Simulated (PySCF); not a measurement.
Molecule: SMILES BC(C)(C)CC, C₅H₁₃B.

Structure with atom numbers: `[BH2:1][C:2]([CH3:3])([CH3:4])[CH2:5][CH3:6]` (H(Xn): hydrogen on atom n).

Geometry PBE0-D3(BJ)/def2-SVP throughout; GIAO in PySCF, gas phase, one conformer, non-relativistic; equivalent atoms averaged; functional PBE0.

For orientation, 6-311+G(2d,p) gives these absolute shieldings σ: B1 22.3, C2 150.4, C5 152.6, C3/C4 165.6, C6 176.2, H(B1) 24.19, H(C5) 30.21, H(C6) 30.47, H(C3)/H(C4) 30.70 ppm.

A run gave: B1 31.3, C2 161.4, C5 161.0, C3/C4 171.8, C6 183.3, H(B1) 23.88, H(C5) 30.16, H(C6) 30.34, H(C3)/H(C4) 30.55 ppm (absolute shieldings σ).

Q: Which basis set was used in that run?
A. 6-31G
B. pcSseg-0
C. def2-SVP
D. aug-cc-pVDZ

A: C. C3/C4 tells them apart best: def2-SVP gives 171.8, pcSseg-0 gives 169.3, aug-cc-pVDZ gives 174.4, 6-31G gives 176.9 ppm.
